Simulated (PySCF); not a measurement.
C2H6BrFO2Si (SMILES CO[Si](F)(Br)OC), singlet, at a GFN2-xTB geometry, with bond 10-1 at 1.8 times its length; PySCF with CASSCF(6,5)/STO-3G.

PySCF was given this input:
```python
from pyscf import gto, scf, mcscf
import numpy

mol = gto.Mole()
mol.atom = '''
    C    -1.865438    1.932229    0.152800
    O    -0.629110    1.613622   -0.426263
    Si    0.345792    0.356186   -0.258760
    F     1.097643    0.343520   -1.666131
    Br   -0.758650   -1.482400    0.040654
    O     1.394446    0.316488    0.948729
    C     2.510623    1.121823    1.219568
    H    -2.503783    1.047892    0.216963
    H    -2.340766    2.679212   -0.482217
    H    -1.604749    2.669811    1.956243
    H     3.001072    0.710392    2.101018
    H     2.202438    2.150229    1.415642
    H     3.200715    1.110795    0.374872
'''
mol.basis = 'sto-3g'
mol.charge = 0
mol.spin = 0
mol.verbose = 4
mol.build()

mf = scf.RHF(mol)
mf.kernel()
mc = mcscf.CASSCF(mf, 5, 6)
mc.fix_spin_(ss=0.0)
mc.kernel()
occ = numpy.linalg.eigvalsh(mc.fcisolver.make_rdm1(mc.ci, mc.ncas, mc.nelecas))[::-1]
ss = mc.fcisolver.spin_square(mc.ci, mc.ncas, mc.nelecas)[0]
print('natural occupations', occ.round(4), ' <S^2>', round(ss, 4))
```

What does PySCF print? Leave out banner, timings and long lists.


```
PySCF version 2.14.0

[INPUT] verbose = 4
[INPUT] num. atoms = 13
[INPUT] num. electrons = 92
[INPUT] charge = 0
[INPUT] spin (= nelec alpha-beta = 2S) = 0
[INPUT] symmetry False subgroup None
[INPUT] Mole.unit = angstrom
[INPUT] Symbol           X                Y                Z      unit          X                Y                Z       unit  Magmom
[INPUT]  1 C     -1.865438000000   1.932229000000   0.152800000000 AA   -3.525166922356   3.651383619942   0.288750151834 Bohr   0.0
[INPUT]  2 O     -0.629110000000   1.613622000000  -0.426263000000 AA   -1.188845602225   3.049303648573  -0.805520327035 Bohr   0.0
[INPUT]  3 Si     0.345792000000   0.356186000000  -0.258760000000 AA    0.653452176066   0.673093989404  -0.488985531992 Bohr   0.0
[INPUT]  4 F      1.097643000000   0.343520000000  -1.666131000000 AA    2.074244652546   0.649158718311  -3.148531277648 Bohr   0.0
[INPUT]  5 Br    -0.758650000000  -1.482400000000   0.040654000000 AA   -1.433640724401  -2.801330007055   0.076824925868 Bohr   0.0
[INPUT]  6 O      1.394446000000   0.316488000000   0.948729000000 AA    2.635121035495   0.598075641711   1.792837976432 Bohr   0.0
[INPUT]  7 C      2.510623000000   1.121823000000   1.219568000000 AA    4.744389872034   2.119938230238   2.304649510284 Bohr   0.0
[INPUT]  8 H     -2.503783000000   1.047892000000   0.216963000000 AA   -4.731464145342   1.980228888123   0.410000649164 Bohr   0.0
[INPUT]  9 H     -2.340766000000   2.679212000000  -0.482217000000 AA   -4.423406661694   5.062976909648  -0.911258062609 Bohr   0.0
[INPUT] 10 H     -1.604749000000   2.669811000000   1.956243000000 AA   -3.032536108670   5.045211594351   3.696763503098 Bohr   0.0
[INPUT] 11 H      3.001072000000   0.710392000000   2.101018000000 AA    5.671204160101   1.342446321082   3.970348602781 Bohr   0.0
[INPUT] 12 H      2.202438000000   2.150229000000   1.415642000000 AA    4.162004626335   4.063343915097   2.675175670432 Bohr   0.0
[INPUT] 13 H      3.200715000000   1.110795000000   0.374872000000 AA    6.048474752787   2.099098330536   0.708405411768 Bohr   0.0

nuclear repulsion = 675.255015572388
number of shells = 34
number of NR pGTOs = 174
number of NR cGTOs = 58
basis = sto-3g
ecp = {}

******** <class 'pyscf.scf.hf.RHF'> ********
method = RHF
initial guess = minao
damping factor = 0
level_shift factor = 0
DIIS = <class 'pyscf.scf.diis.CDIIS'>
diis_start_cycle = 1
diis_space = 8
diis_damp = 0
SCF conv_tol = 1e-09
SCF conv_tol_grad = None
SCF max_cycles = 50
direct_scf = True
direct_scf_tol = 1e-13
Set gradient conv threshold to 3.16228e-05
Initial guess from minao.
init E= -3151.26460701121
  HOMO = -0.32395794100358  LUMO = -0.0472057520422926  gap/eV = 7.53081
cycle= 1 E= -3154.03316129649  delta_E= -2.77  |g|= 0.645  |ddm|= 4.38
  HOMO = -0.27526212672522  LUMO = 0.164192311174667  gap/eV = 11.95816
cycle= 2 E= -3154.1944412842  delta_E= -0.161  |g|= 0.175  |ddm|= 1.17
  HOMO = -0.277315334427218  LUMO = 0.200756221323319  gap/eV = 13.00899
cycle= 3 E= -3154.20557820468  delta_E= -0.0111  |g|= 0.0477  |ddm|= 0.281
  HOMO = -0.277252553200227  LUMO = 0.200283959251267  gap/eV = 12.99443
cycle= 4 E= -3154.20679861961  delta_E= -0.00122  |g|= 0.0151  |ddm|= 0.101
  HOMO = -0.275868861415775  LUMO = 0.203587507201445  gap/eV = 13.04667
cycle= 5 E= -3154.20693087814  delta_E= -0.000132  |g|= 0.00341  |ddm|= 0.0346
  HOMO = -0.27646356338736  LUMO = 0.203343313908087  gap/eV = 13.05621
cycle= 6 E= -3154.20693879951  delta_E= -7.92e-06  |g|= 0.00103  |ddm|= 0.00882
  HOMO = -0.276381785618772  LUMO = 0.203431666499381  gap/eV = 13.05639
cycle= 7 E= -3154.20693951828  delta_E= -7.19e-07  |g|= 0.000223  |ddm|= 0.00257
  HOMO = -0.276413691478248  LUMO = 0.203450666545296  gap/eV = 13.05777
cycle= 8 E= -3154.20693956194  delta_E= -4.37e-08  |g|= 7.01e-05  |ddm|= 0.000676
  HOMO = -0.276411941467302  LUMO = 0.203455157546763  gap/eV = 13.05785
cycle= 9 E= -3154.2069395653  delta_E= -3.37e-09  |g|= 1.75e-05  |ddm|= 0.00018
  HOMO = -0.276411963848174  LUMO = 0.203457311121097  gap/eV = 13.05791
cycle= 10 E= -3154.20693956557  delta_E= -2.62e-10  |g|= 4.33e-06  |ddm|= 5.46e-05
  HOMO = -0.276412072981949  LUMO = 0.203457294313813  gap/eV = 13.05791
Extra cycle  E= -3154.20693956558  delta_E= -1e-11  |g|= 1.89e-06  |ddm|= 1.01e-05
converged SCF energy = -3154.20693956558

******** <class 'pyscf.mcscf.mc1step.CASSCF'> ********
CAS (3e+3e, 5o), ncore = 43, nvir = 10
max_cycle_macro = 50
max_cycle_micro = 4
conv_tol = 1e-07
conv_tol_grad = None
orbital rotation max_stepsize = 0.02
orbital rotation threshold for CI restart = 0.01
augmented hessian ah_max_cycle = 30
augmented hessian ah_conv_tol = 1e-12
augmented hessian ah_linear dependence = 1e-14
augmented hessian ah_level shift = 1e-08
augmented hessian ah_start_tol = 2.5
augmented hessian ah_start_cycle = 3
augmented hessian ah_grad_trust_region = 3
kf_trust_region = 3
kf_interval = 4
ci_response_space = 4
ci_grad_trust_region = 3
with_dep4 0
natorb = False
canonicalization = True
sorting_mo_energy = False
ao2mo_level = 2
internal_rotation = False
******** <class 'pyscf.fci.addons.SpinPenaltyFCISolver'> ********
max. cycles = 50
conv_tol = 1e-08
davidson only = True
linear dependence = 1e-12
level shift = 0.001
max iter space = 12
nroots = 1
pspace_size = 400
spin = None
CASCI E = -3154.26263930130  S^2 = 0.0000000
Set conv_tol_grad to 0.000316228
macro iter   1 ( 21 JK    4 micro), CASSCF E = -3154.28691489142  dE = -2.42755901e-02  S^2 = 0.0000000
               |grad[o]|= 0.08  |grad[c]|=0.0231  |ddm|=0.127  |maxRot[o]|=0.153
macro iter   2 ( 21 JK    4 micro), CASSCF E = -3154.29246096041  dE = -5.54606898e-03  S^2 = 0.0000000
               |grad[o]|=0.0386  |grad[c]|=0.0172  |ddm|=0.00949  |maxRot[o]|=0.155
macro iter   3 ( 12 JK    3 micro), CASSCF E = -3154.29338198535  dE = -9.21024943e-04  S^2 = 0.0000000
               |grad[o]|=0.0144  |grad[c]|=0.00661  |ddm|=0.0205  |maxRot[o]|=0.101
macro iter   4 ( 12 JK    3 micro), CASSCF E = -3154.29572755148  dE = -2.34556613e-03  S^2 = 0.0000000
               |grad[o]|=0.012  |grad[c]|=0.0189  |ddm|=0.0511  |maxRot[o]|=0.132
macro iter   5 ( 21 JK    4 micro), CASSCF E = -3154.29963283211  dE = -3.90528063e-03  S^2 = 0.0000000
               |grad[o]|=0.011  |grad[c]|=0.014  |ddm|=0.0191  |maxRot[o]|=0.229
macro iter   6 ( 21 JK    4 micro), CASSCF E = -3154.30221534344  dE = -2.58251133e-03  S^2 = 0.0000000
               |grad[o]|=0.0122  |grad[c]|=0.0114  |ddm|=0.0138  |maxRot[o]|=0.207
macro iter   7 ( 12 JK    3 micro), CASSCF E = -3154.30429041459  dE = -2.07507116e-03  S^2 = 0.0000000
               |grad[o]|=0.0123  |grad[c]|=0.0464  |ddm|=0.0207  |maxRot[o]|=0.116
macro iter   8 (  7 JK    2 micro), CASSCF E = -3154.30541234815  dE = -1.12193356e-03  S^2 = 0.0000000
               |grad[o]|=0.00726  |grad[c]|=0.0109  |ddm|=0.00714  |maxRot[o]|=0.0675
macro iter   9 (  7 JK    2 micro), CASSCF E = -3154.30593045963  dE = -5.18111485e-04  S^2 = 0.0000000
               |grad[o]|=0.00462  |grad[c]|=0.00245  |ddm|=0.00489  |maxRot[o]|=0.0698
macro iter  10 (  7 JK    2 micro), CASSCF E = -3154.30624816548  dE = -3.17705849e-04  S^2 = 0.0000000
               |grad[o]|=0.00334  |grad[c]|=0.00183  |ddm|=0.00332  |maxRot[o]|=0.0698
macro iter  11 (  7 JK    2 micro), CASSCF E = -3154.30640643294  dE = -1.58267458e-04  S^2 = 0.0000000
               |grad[o]|=0.00228  |grad[c]|=0.00432  |ddm|=0.00204  |maxRot[o]|=0.0698
macro iter  12 ( 15 JK    4 micro), CASSCF E = -3154.30621559753  dE =  1.90835408e-04  S^2 = 0.0000000
               |grad[o]|=0.00117  |grad[c]|=0.0104  |ddm|=0.00241  |maxRot[o]|=0.109
macro iter  13 ( 12 JK    3 micro), CASSCF E = -3154.30624048410  dE = -2.48865640e-05  S^2 = 0.0000000
               |grad[o]|=0.00114  |grad[c]|=0.00105  |ddm|=0.000783  |maxRot[o]|=0.0119
macro iter  14 ( 21 JK    4 micro), CASSCF E = -3154.30624769069  dE = -7.20659636e-06  S^2 = 0.0000000
               |grad[o]|=0.000896  |grad[c]|=0.00138  |ddm|=0.0014  |maxRot[o]|=0.00848
macro iter  15 (  7 JK    2 micro), CASSCF E = -3154.30635491779  dE = -1.07227102e-04  S^2 = 0.0000000
               |grad[o]|=0.000838  |grad[c]|=0.00126  |ddm|=0.00172  |maxRot[o]|=0.0517
macro iter  16 (  7 JK    2 micro), CASSCF E = -3154.30642269690  dE = -6.77791054e-05  S^2 = 0.0000000
               |grad[o]|=0.00061  |grad[c]|=0.00274  |ddm|=0.00107  |maxRot[o]|=0.0601
macro iter  17 ( 15 JK    4 micro), CASSCF E = -3154.30623353208  dE =  1.89164822e-04  S^2 = 0.0000000
               |grad[o]|=0.000385  |grad[c]|=0.0104  |ddm|=0.00247  |maxRot[o]|=0.105
macro iter  18 ( 21 JK    4 micro), CASSCF E = -3154.30624523722  dE = -1.17051441e-05  S^2 = 0.0000000
               |grad[o]|=0.00115  |grad[c]|=0.000627  |ddm|=0.000536  |maxRot[o]|=0.00877
macro iter  19 ( 21 JK    4 micro), CASSCF E = -3154.30625519393  dE = -9.95670689e-06  S^2 = 0.0000000
               |grad[o]|=0.000857  |grad[c]|=0.00139  |ddm|=0.00135  |maxRot[o]|=0.0121
macro iter  20 (  7 JK    2 micro), CASSCF E = -3154.30636038113  dE = -1.05187203e-04  S^2 = 0.0000000
               |grad[o]|=0.000816  |grad[c]|=0.00136  |ddm|=0.0016  |maxRot[o]|=0.0508
macro iter  21 (  7 JK    2 micro), CASSCF E = -3154.30642507043  dE = -6.46892995e-05  S^2 = 0.0000000
               |grad[o]|=0.000575  |grad[c]|=0.00287  |ddm|=0.000877  |maxRot[o]|=0.0595
macro iter  22 ( 15 JK    4 micro), CASSCF E = -3154.30626039693  dE =  1.64673500e-04  S^2 = 0.0000000
               |grad[o]|=0.000343  |grad[c]|=0.00989  |ddm|=0.00226  |maxRot[o]|=0.0966
macro iter  23 ( 21 JK    4 micro), CASSCF E = -3154.30630915607  dE = -4.87591378e-05  S^2 = 0.0000000
               |grad[o]|=0.00108  |grad[c]|=0.000922  |ddm|=0.000437  |maxRot[o]|=0.0381
macro iter  24 (  7 JK    2 micro), CASSCF E = -3154.30638184345  dE = -7.26873814e-05  S^2 = 0.0000000
               |grad[o]|=0.000725  |grad[c]|=0.00135  |ddm|=0.000936  |maxRot[o]|=0.0368
macro iter  25 (  6 JK    2 micro), CASSCF E = -3154.30642325341  dE = -4.14099632e-05  S^2 = 0.0000000
               |grad[o]|=0.000536  |grad[c]|=0.00162  |ddm|=0.000667  |maxRot[o]|=0.0362
macro iter  26 ( 15 JK    4 micro), CASSCF E = -3154.30621999348  dE =  2.03259935e-04  S^2 = 0.0000000
               |grad[o]|=0.000308  |grad[c]|=0.0125  |ddm|=0.00299  |maxRot[o]|=0.0998
macro iter  27 ( 12 JK    3 micro), CASSCF E = -3154.30627140923  dE = -5.14157473e-05  S^2 = 0.0000000
               |grad[o]|=0.00123  |grad[c]|=0.00157  |ddm|=0.000596  |maxRot[o]|=0.0247
macro iter  28 ( 21 JK    4 micro), CASSCF E = -3154.30628078580  dE = -9.37657251e-06  S^2 = 0.0000000
               |grad[o]|=0.000888  |grad[c]|=0.00143  |ddm|=0.00109  |maxRot[o]|=0.00809
macro iter  29 (  7 JK    2 micro), CASSCF E = -3154.30637937254  dE = -9.85867364e-05  S^2 = 0.0000000
               |grad[o]|=0.000787  |grad[c]|=0.00154  |ddm|=0.00151  |maxRot[o]|=0.0497
macro iter  30 (  6 JK    2 micro), CASSCF E = -3154.30642373350  dE = -4.43609633e-05  S^2 = 0.0000000
               |grad[o]|=0.000524  |grad[c]|=0.00165  |ddm|=0.000674  |maxRot[o]|=0.0421
macro iter  31 (  4 JK    1 micro), CASSCF E = -3154.30643290595  dE = -9.17245552e-06  S^2 = 0.0000000
               |grad[o]|=0.000313  |grad[c]|=0.00095  |ddm|=0.00022  |maxRot[o]|=0.0294
macro iter  32 (  4 JK    1 micro), CASSCF E = -3154.30643293873  dE = -3.27750058e-08  S^2 = 0.0000000
               |grad[o]|=9.28e-05  |grad[c]|=0.000104  |ddm|=7.35e-05  |maxRot[o]|=0.00087
1-step CASSCF converged in  32 macro (399 JK  93 micro) steps
CASSCF canonicalization
Density matrix diagonal elements [1.98785739 1.99139192 1.72318099 0.28127509 0.01629461]
CASSCF energy = -3154.30643293873
CASCI E = -3154.30643293873  E(CI) = -9.30112913742369  S^2 = 0.0000000
natural occupations [1.9975 1.9846 1.7213 0.2809 0.0158]  <S^2> 0.0
```
